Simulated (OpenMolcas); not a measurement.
**B+: effect of the active space**

| Property | Result |
| --- | --- |
| Program | OpenMolcas |
| Method | SS-CASPT2 or its RAS form, IPEA 0.25 Eh, imaginary shift 0.1 Eh |
| Basis | ANO-R2 |
| Scalar Hamiltonian | X2C, finite nucleus |
| Spin-orbit coupling | RASSI with atomic mean-field integrals over the reference wave functions, term energies averaged over their components |

A. 2 electrons in 4 orbitals (2s 2p); 2S+1 = 3 even, 3 roots; 2S+1 = 1 even, 7 roots; 2S+1 = 3 odd, 3 roots; 2S+1 = 1 odd, 3 roots; closed shells correlated: 1s; CASPT2 step roughly 1.4 core-seconds
B. 2 electrons in 8 orbitals (2s 2p 3s 3p); 2S+1 = 3 even, 3 roots; 2S+1 = 1 even, 7 roots; 2S+1 = 3 odd, 3 roots; 2S+1 = 1 odd, 3 roots; closed shells correlated: 1s; CASPT2 step roughly 2.6 core-seconds
C. 2 electrons in 9 orbitals (RAS2 2s 2p; RAS3 3d, at most 2 electrons); 2S+1 = 3 even, 3 roots; 2S+1 = 1 even, 7 roots; 2S+1 = 3 odd, 3 roots; 2S+1 = 1 odd, 3 roots; closed shells correlated: 1s; CASPT2 step about 4 core-seconds

Energies in cm-1 above 2s2 1S0, the measured ground level; measured values from NIST Handbook of Basic Atomic Spectroscopic Data.

```csv
Level,A,B,C,Measured
2s2 1S0,0.0,0.0,0.0,0.0
2s 2p 3P* 0,37474,37494,37359,37336
2s 2p 3P* 1,37481,37501,37366,37342
2s 2p 3P* 2,37495,37516,37380,37358
2s 2p 1P* 1,75387,75096,74070,73397
2p2 3P0,99395,99304,99270,98911
2p2 3P1,99403,99311,99277,98920
2p2 3P2,99417,99325,99291,98933
2p2 1D2,104912,104459,102921,102363
```

Deviations, from unrounded energies. A percentage is the sum of absolute deviations over the sum of measured energies, with the sign that they share, or ± where signs differ.

```
           Against measurement  Levels     A     B     C
mean absolute deviation (cm-1)       8   800   680   300
      other configurations (%)       8  +1.1  +0.9  +0.4
```

C lies closest to measurement on these levels and A furthest from it. The largest miss of C in the table is 2s 2p 1P* 1, by +670 cm-1. The ranking rests on the paired levels alone, and a cruder setting can come out closer through cancelling errors.

Among A to C the level of the table that moves most is 2p2 1D2, by 2000 cm-1 (lowest in C, highest in A).

Active for correlation alone: 3p 3s; no level in the range computed is led by a configuration that fills them, so any true level of that kind is missing (holds for B). Active for correlation alone: 3d; no level in the range computed is led by a configuration that fills it, so any true level of that kind is missing (holds for C). Computed and measured levels are paired by configuration, term and J; levels that our copy of the source lacks, or whose pairing is in doubt (as where it misses far off the trend of its configuration), stay unpaired and out of the deviations. Only configurations of the active space appear. The table leaves out levels that lie high or whose names do not pair safely across all columns.

* marks odd parity.
